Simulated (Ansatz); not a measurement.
`B[Se]CF` + `[SiH3][SiH3]` → `B[Se][SiH2][SiH3]` + `CF` at 400 K and 1 bar (formal exchange of groups at the Se–C bond).

Gas-phase electronic energies from Ansatz, PBE0-D4/def2-TZVP geometries. CCSD(T)/CBS is the MP2 limit (def2-TZVPP, def2-QZVPP) plus CCSD(T) − MP2 in def2-TZVPP, frozen cores. This one scheme is used for every species. For Se outer-core shells are correlated without core-valence functions, which leaves a few kJ/mol of doubt a bond. Scalar relativity is left out up to krypton. Each species was taken in one conformer, which may not be the lowest.

| species | CCSD(T)/CBS energy (Eh) | H − E (kJ/mol) | S (J/(mol·K)) |
| --- | --- | --- | --- |
| `B[Se]CF` | -2565.74152 | 162.0 | 346.3 |
| `[SiH3][SiH3]` | -581.74359 | 152.8 | 300.2 |
| `B[Se][SiH2][SiH3]` | -3007.88916 | 206.0 | 419.3 |
| `CF` | -139.63461 | 117.5 | 234.3 |

H − E and S are ideal-gas, rigid-rotor, harmonic terms from PBE0-D4/def2-TZVP, for one conformer and one mirror image of each species. 1 Eh = 2625.50 kJ/mol, R = 8.31446 J/(mol·K).

Task: By hand: ΔE, ΔH, ΔS and ΔG.

Result: ΔE = (-3007.88916) + (-139.63461) − (-2565.74152) − (-581.74359) = -0.03866 Eh = -101.5 kJ/mol. Δ(H − E) = 206.0 + 117.5 − 162.0 − 152.8 = 8.7, so ΔH = -92.8 kJ/mol. ΔS = 419.3 + 234.3 − 346.3 − 300.2 = 7.1 J/(mol·K). ΔG = -92.8 − 400 × (7.1)/1000 = -95.6 kJ/mol.

Task: By hand: the equilibrium constant, and the temperature at which ΔG would vanish if ΔH and ΔS stayed fixed.

Result: log₁₀ K = −ΔG/(RT ln 10) = 12.5. ΔH and −TΔS have one sign here, so there is no such temperature.

The number of gas molecules stays the same, so ΔS is small and ΔH decides. A doubt of 5 kJ/mol in ΔE shifts log₁₀ K by 0.7 here. Other conformers and mirror images would add mixing entropy, several J/(mol·K) or more a flexible species. Modes under 60 cm⁻¹, often nearly free rotors, make the harmonic entropy too high. These are equilibria of isolated gas molecules and say nothing of rates. Largest T1 diagnostic: 0.014 (customary marks: 0.02 for closed shells, 0.045 for open ones).

ΔS is within the doubt of such terms, so its sign, and with it that verdict, could turn.
